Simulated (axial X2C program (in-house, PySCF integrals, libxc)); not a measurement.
Nuclear properties of BrCoBr⁺

Computed with an in-house all-electron X2C program for linear molecules (integrals from PySCF): two-component X2C with atomic mean-field Coulomb and Gaunt terms, Gaussian nuclei, basis Br dyall-av3z, Co dyall-v3z with contracted cores.

Br–Co–Br held linear, with bonds 2.176 and 2.176 Å (near the PBE0 minimum at charge 1 of the determinant lowest at the starting distance; the state shown can have its own minimum elsewhere, held linear; other orders of the atoms were not compared).

Input and command:
```json
{"zs": [35, 27, 35], "q": 1, "bas": ["dyall-av3z", "dyall-v3z", "dyall-av3z"], "r0": [2.25, 2.25], "symm": 1, "scan": ["PBE0", "HF", "BHandHLYP"], "levels": ["PBE0", "HF", "PBE"], "nst": 2}
```
```bash
python solin.py task.json out
```

Keys: zs atomic numbers; q charge; bas basis sets; r0 starting distance in Å; symm equal bonds; scan levels of the two-bond scan; levels methods; nst determinants followed.

Determinant lowest in the PBE0 search, Ω = 4 (⟨Sz⟩ = 2.00, ⟨Lz⟩ = 2.00 at PBE0), spin on the atoms Br 0.27, Co 1.45, Br 0.27:

| level | A∥/gI Br (MHz) | qzz Br (a.u.) | A∥/gI Co (MHz) | qzz Co (a.u.) |
| --- | --- | --- | --- | --- |
| PBE0 | -40.4 | 0.28 | 449 | -0.86 |
| HF | -17.8 | 2.43 | 457 | -0.27 |
| PBE | -43 | 0.46 | 485 | -1.10 |

A∥ (defined per Ω) follows by multiplying with gI = μI/(I μN); qzz is the electric field gradient, eQq0 = 234.96 MHz × Q/barn × qzz. The operators were transformed with the bare-nucleus X2C matrices; with these basis sets, hyperfine constants and field gradients can be off by tens of per cent, and where levels differ in sign neither size nor sign is settled.

Problem. With gI(59Co) = 1.3220 (g factors from the IAEA table of nuclear moments by Stone), turn the PBE0 values of the first state into constants in MHz.

Solution. A∥(59Co) = 449 × 1.3220 = 594 MHz.

The molecule was held linear; bending was not examined, so a bent shape may lie lower.

Each state is one determinant with collinear spin, which with several unpaired electrons need not be a pure state. Unrestricted Hartree–Fock can overshoot spin polarisation at the nuclei. With several open shells hyperfine constants can be off by a factor of several. Open-shell Ω = 0 determinants with evenly filled partner blocks cannot be reached by this program, so the Ω shown need not be the lowest component. At HF a later determinant lies lower. The search compared states at one distance, so a state with another bond length can lie lower. Further determinants of the search, some of them spin-mixed, are not shown. Where a field gradient or hyperfine factor spreads by more than a factor of two over the levels, a constant derived from it is not to be relied on.
